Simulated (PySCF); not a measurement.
SMILES C[SiH2]O[Si](C)(O)O (C₂H₁₀O₃Si₂) (GFN2-xTB optimised geometry):

```
17

Si    -0.454    -0.678     0.000
C     -1.174    -1.701     1.425
O     -0.804    -1.367    -1.426
Si    -1.893    -1.956    -2.489
C     -2.847    -0.528    -3.273
O     -1.052    -2.880    -3.538
O     -2.979    -2.929    -1.784
H      1.011    -0.678     0.000
H     -1.011     0.678     0.000
H     -0.756    -2.705     1.443
H     -0.968    -1.244     2.388
H     -2.252    -1.800     1.328
H     -3.425    -0.866    -4.126
H     -3.537    -0.086    -2.563
H     -2.177     0.257    -3.611
H     -0.266    -2.527    -3.945
H     -2.742    -3.833    -1.593
```

Method: PBE0/def2-SVP run with PySCF 2.14.0.

Question: What are the frontier orbital energies and the dipole moment?

Answer: HOMO-2 -8.76 eV, HOMO-1 -8.34 eV, HOMO -8.28 eV, LUMO 1.14 eV, LUMO+1 1.68 eV; dipole moment 0.84 D.

On the same geometry PBE/def2-SVP (PySCF) gives HOMO-2 -7.03 eV, HOMO-1 -6.80 eV, HOMO -6.72 eV, LUMO 0.25 eV, LUMO+1 0.80 eV; dipole moment 0.77 D.

Meta-Löwdin charges at PBE0/def2-SVP: Si1 0.88, C2 -0.56, O3 -0.82, Si4 1.40, C5 -0.59, O6 -0.72, O7 -0.72, H8 -0.13, H9 -0.13, H10 0.12, H11 0.12, H12 0.12, H13 0.12, H14 0.12, H15 0.12, H16 0.34, H17 0.34.
